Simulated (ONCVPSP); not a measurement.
Before and after: ONCV potential for tantalum (Ta)

| Quantity | Value |
| --- | --- |
| Element | tantalum |
| Generator | ONCVPSP 4.0.1 |
| Type | optimised norm-conserving Vanderbilt (ONCV) |
| Functional | PBE |
| Relativity | scalar-relativistic |
| Frozen core | [Kr] 4d10 4f14 |
| Valence charge | 13 |
| Reference configuration | 5s2 5p6 5d3 (charge +2) |
| Partial waves | 5s: rc 1.65 bohr, ncon 4, nbas 7, qcut 8.1 1/bohr, 2 projectors, debl 3 Ha; 5p: rc 1.85 bohr, ncon 3, nbas 8, qcut 8.6 1/bohr, 2 projectors, debl 1.7 Ha; 5d: rc 2.50 bohr, ncon 4, nbas 8, qcut 6.5 1/bohr, 2 projectors, debl 3.3 Ha |
| Local potential | polynomial inside 1.35 bohr (lpopt 5, dvloc0 3 Ha) |
| Core correction | Teter function, fcfact 3.25, rcfact 1.6 |

In the s channel the program set the typed energies aside and used -3.254, 0.250 Ha. In the p channel the program set the typed energies aside and used -2.020, 0.250 Ha.

Change: s: qcut 9.2; p: qcut 9.8; d: qcut 7.4.

Cutoffs: the cutoffs (Ha) at which the residual kinetic energy of the hardest occupied pseudo-wave falls to 1 and 0.1 mHa per electron; they do not see the model core or the augmentation charge, which bear on the density cutoff. Errors are all-electron minus pseudo energies relative to the spin-unpolarised reference configuration.

What does the change do?

The potential gets harder (22 Ha and 26 Ha → 26 Ha and 32 Ha); of the 4 tests that both files solve, the error grows in 3 and shrinks in 0 by more than 15 % and 0.3 meV (median size 7.1 → 12.0 meV); neither file shows a bound ghost.

| quantity | base | changed |
| --- | --- | --- |
| cutoff, loose | 22 Ha | 26 Ha |
| cutoff, tight | 26 Ha | 32 Ha |
| loose cutoff by channel | s 22 Ha, p 20 Ha, d 13 Ha | s 26 Ha, p 26 Ha, d 14 Ha |
| bound ghosts | none | none |
| GHOST(+) flags under 300 eV | none | none |
| error for 5s2 5p6 5d3 6s2, meV [ΔE -23.44 eV] | +9.7 | +16 |
| error for 5s2 5p6 5d3 6s1, meV [ΔE -14.97 eV] | +4.5 | +7.9 |
| error for 5s2 5p6 5d2, meV [ΔE 23.60 eV] | -28 | -31 |
| error for 5s2 5p6 5d4 6s1, meV [ΔE -21.35 eV] | +4.1 | +7.3 |
| s: phases at 1.67 bohr within 0.05 rad from the reference energy up to (Ha; the scan ends near 5) | to the end of the scan | to the end of the scan |
| p: phases at 1.88 bohr within 0.05 rad from the reference energy up to (Ha; the scan ends near 5) | to the end of the scan | to the end of the scan |
| d: phases at 2.55 bohr within 0.05 rad from the reference energy up to (Ha; the scan ends near 5) | to the end of the scan | to the end of the scan |
| rms error of d²Exc/dni dnj with the model core, mHa | 1.32 | 1.22 |
